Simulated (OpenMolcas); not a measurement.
Cu2+ with 6 ligands (chloride) in octahedral coordination (Oh) at 2.49 Å. A charge of +0.667 e stands 2.8 Å behind each ligand. Ligand basis ANO-RCC-VDZP.
```
Cu    0.0000    0.0000    0.0000
Cl    2.4900    0.0000    0.0000
Cl    0.0000    2.4900    0.0000
Cl   -2.4900    0.0000    0.0000
Cl    0.0000   -2.4900    0.0000
Cl    0.0000    0.0000    2.4900
Cl    0.0000    0.0000   -2.4900
```

| Property | Result |
| --- | --- |
| Program | OpenMolcas 26.06 |
| Method | CASSCF |
| Basis | ANO-RCC-VTZP [6s5p3d2f1g] |
| Scalar Hamiltonian | DKH2, point nucleus |
| Active space | 9 electrons in 5 orbitals (3d) |
| State averaging | 2S+1 = 2 even, 5 roots |
| Spin-orbit coupling | RASSI with atomic mean-field integrals over the reference wave functions |

Problem. What is the spin-free ground state (labels of O, the rotations of Oh)?

Solution. 2E, 2-fold in its orbital part, 100 % from free-ion D terms; it has the highest spin that d9 allows.

Problem. Where is the first state of the same spin?

Solution. 2T2 at 3000 cm-1 above the ground state.

Problem. What are the lowest two levels with spin-orbit coupling?

Solution. A 4-fold level Γ8, then a 2-fold level Γ7 2452 cm-1 above it. Their leading multiplicities are 2 (100 %) and 2 (100 %).

Problem. What is χT at 300 K, and how does it compare with the textbook value?

Solution. The lowest level has 2S+1 = 2, for which the spin-only value is χT = S(S+1) / 2 = 0.375 cm3 K/mol (g = 2). The computed 0.812 at 300 K differs by +0.437, through orbital momentum, spin-orbit coupling and any other state in reach.

Problem. Which ligand-field parameters describe the states?

Solution. The gap between the two states is 10Dq = 2996 cm-1. 

An orbital doublet at a regular site is open to a Jahn-Teller distortion, which this geometry leaves out. Ligand-to-metal charge-transfer states are missing. With metal d orbitals alone and no dynamic correlation the field as a rule comes out too small, by tens of per cent, by up to half for chloride and softer ligands, and the orbital part of g and χT, which goes as 1/10Dq, too large. No measured value stands beside these numbers; the geometry was imposed, not optimised, and the real ion may take another.
